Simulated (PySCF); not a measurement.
# Spin-rotation constants: SMILES C[SiH2]C#[C][GeH2][S]C, C4H10GeSSi

Molfile (atoms numbered from 1):
```
C4H10GeSSi
     RDKit          3D

 17 16  0  0  0  0  0  0  0  0999 V2000
   -2.8105    1.4433    0.4892 C   0  0  0  0  0  0  0  0  0  0  0  0
   -2.5647   -0.0139   -0.7016 Si  0  0  0  0  0  4  0  0  0  0  0  0
   -0.9283   -0.7886   -0.2904 C   0  0  0  0  0  0  0  0  0  0  0  0
    0.1287   -1.3053   -0.0006 C   0  0  0  0  0  0  0  0  0  0  0  0
    1.8405   -1.9830    0.4865 Ge  0  0  0  0  0  4  0  0  0  0  0  0
    3.0748   -0.3277    1.2763 S   0  0  0  0  0  0  0  0  0  0  0  0
    2.9554    0.8133   -0.1444 C   0  0  0  0  0  0  0  0  0  0  0  0
   -2.7743    1.1152    1.5246 H   0  0  0  0  0  0  0  0  0  0  0  0
   -2.0392    2.1976    0.3573 H   0  0  0  0  0  0  0  0  0  0  0  0
   -3.7720    1.9231    0.3281 H   0  0  0  0  0  0  0  0  0  0  0  0
   -2.5092    0.4498   -2.0940 H   0  0  0  0  0  0  0  0  0  0  0  0
   -3.6094   -1.0281   -0.5212 H   0  0  0  0  0  0  0  0  0  0  0  0
    2.4634   -2.5827   -0.7549 H   0  0  0  0  0  0  0  0  0  0  0  0
    1.7144   -3.0284    1.5566 H   0  0  0  0  0  0  0  0  0  0  0  0
    1.9118    1.0283   -0.3585 H   0  0  0  0  0  0  0  0  0  0  0  0
    3.4411    0.3778   -1.0134 H   0  0  0  0  0  0  0  0  0  0  0  0
    3.4706    1.7215    0.1494 H   0  0  0  0  0  0  0  0  0  0  0  0
  1  2  1  0
  2  3  1  0
  3  4  3  0
  4  5  1  0
  5  6  1  0
  6  7  1  0
  1  8  1  0
  1  9  1  0
  1 10  1  0
  2 11  1  0
  2 12  1  0
  5 13  1  0
  5 14  1  0
  7 15  1  0
  7 16  1  0
  7 17  1  0
M  END
```

Method: GIAO BHandHLYP/pcSseg-1 magnetisability, rotational g tensor and spin-rotation constants, non-relativistic, gas phase in PySCF 2.14.0. Geometry: GFN2-xTB.

The calculation is non-relativistic, which matters for the atoms heavier than Zn.

**Question.** Give the nuclear spin-rotation constants along the inertial axes (H = +C I·J) beside the isotropic shieldings.

**Answer.** Rotational constants 2.0133, 0.4825, 0.4183 GHz. A star marks the isotopologue with that one atom substituted, in its own axes.
| atom | isotope | Caa (kHz) | Cbb (kHz) | Ccc (kHz) | mean (kHz) | σ (ppm) |
| --- | --- | --- | --- | --- | --- | --- |
| H8 | 1H | -0.221 | -0.053 | 0.001 | -0.091 | 31.4 |
| H9 | 1H | -0.190 | -0.009 | -0.044 | -0.081 | 31.4 |
| H10 | 1H | 0.000 | -0.052 | -0.049 | -0.034 | 31.8 |
| H11 | 1H | -0.174 | -0.042 | 0.013 | -0.068 | 27.6 |
| H12 | 1H | -0.129 | -0.001 | -0.033 | -0.054 | 27.7 |
| H13 | 1H | -0.162 | -0.034 | 0.003 | -0.064 | 27.1 |
| H14 | 1H | -0.173 | -0.023 | -0.006 | -0.067 | 27.3 |
| H15 | 1H | 0.051 | -0.046 | -0.048 | -0.014 | 29.5 |
| H16 | 1H | -0.184 | -0.040 | -0.007 | -0.077 | 29.9 |
| H17 | 1H | -0.197 | 0.008 | -0.046 | -0.078 | 29.8 |
| C1 | 13C* | 0.198 | 0.056 | 0.047 | 0.100 | 190.5 |
| Si2 | 29Si* | -1.134 | -0.252 | -0.225 | -0.537 | 423.5 |
| C3 | 13C* | 0.090 | 0.204 | 0.181 | 0.158 | 66.0 |
| C4 | 13C* | 0.100 | 0.197 | 0.175 | 0.158 | 71.1 |
| Ge5 | 73Ge* | -0.542 | -0.119 | -0.119 | -0.260 | 1504.7 |
| S6 | 33S* | 0.376 | 0.067 | 0.069 | 0.170 | 700.9 |
| C7 | 13C* | 0.281 | 0.068 | 0.053 | 0.134 | 171.7 |

For the geometry as given, no vibrational averaging.

**Question.** How do the rotational constants and the g tensor change when H8, H9, H10, H11, H12, H13, H14, H15, H16, H17 are replaced by deuterium?

**Answer.** Constants 1.6980, 0.4354, 0.3779 GHz; g -0.0101, -0.0039, -0.0026, against -0.0118, -0.0042, -0.0028 before.
